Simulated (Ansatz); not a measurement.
Basis-set extrapolation for `C[O][AlH][CH2]Cl` (PBE0-D4/def2-TZVP geometry, frozen core, the Gaussian-basis code of Ansatz). Multiplicity 1, RHF reference.

```
                      def2-TZVPP   def2-QZVPP
                 HF  -855.633670  -855.661290
    MP2 correlation    -0.853084    -0.920169
CCSD(T) correlation    -0.937825      not run
```

Energies in hartree. Use E(X) = E(∞) + A·exp(−7.88·√X) for Hartree–Fock and E(X) = E(∞) + B·X^(−2.97) for correlation, with X = 3 and 4, and add CCSD(T) minus MP2 of the smaller set to the MP2 limit.

**Question.** What is the CCSD(T) energy at the basis-set limit?

**Answer.** HF limit: -855.661290 + (-0.027620) × 0.13774 = -855.66509. MP2 limit: -0.920169 + (-0.067085) × 0.74074 = -0.96986. Higher-order term: -0.937825 − (-0.853084) = -0.08474. Total: -856.71969 hartree, 93.0 kcal/mol below CCSD(T)/def2-TZVPP.
